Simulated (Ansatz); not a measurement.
One change: `OC([SiH3])([SiH3])S` becomes `[SiH3]C([SiH3])S`.

Ansatz, PBE0-D4/def2-TZVP geometries, multiplicity 1. Each molecule was computed in one conformer, which needn't be the lowest.

| property | `OC([SiH3])([SiH3])S` |
| --- | --- |
| size of the dipole moment (ωB97M-V/def2-TZVPP) / D | 0.32 |
| HOMO energy (ωB97M-V/def2-TZVPP) / eV | -9.49 |
| LUMO energy (PBE0/def2-TZVPP) / eV | -0.35 |
| size of the dipole moment (B3LYP/def2-TZVPP) / D | 0.31 |
| HOMO–LUMO gap (B3LYP/def2-TZVPP) / eV | 6.50 |
| size of the dipole moment (PBE/def2-TZVPP) / D | 0.35 |

Task: What does the change do to each property? (An estimate is asked.)

Result: The calculation gave: 
```json
{"property": "size of the dipole moment (ωB97M-V/def2-TZVPP) / D", "`[SiH3]C([SiH3])S`": "0.62", "shift": "0.30"}
{"property": "HOMO energy (ωB97M-V/def2-TZVPP) / eV", "`[SiH3]C([SiH3])S`": "-9.00", "shift": "0.49"}
{"property": "LUMO energy (PBE0/def2-TZVPP) / eV", "`[SiH3]C([SiH3])S`": "-0.33", "shift": "0.02"}
{"property": "size of the dipole moment (B3LYP/def2-TZVPP) / D", "`[SiH3]C([SiH3])S`": "0.62", "shift": "0.31"}
{"property": "HOMO–LUMO gap (B3LYP/def2-TZVPP) / eV", "`[SiH3]C([SiH3])S`": "6.06", "shift": "-0.44"}
{"property": "size of the dipole moment (PBE/def2-TZVPP) / D", "`[SiH3]C([SiH3])S`": "0.54", "shift": "0.19"}
```

Dipoles are sizes alone; their direction can turn.

B3LYP here is the variant with VWN-RPA as its local correlation; programs differ in this.
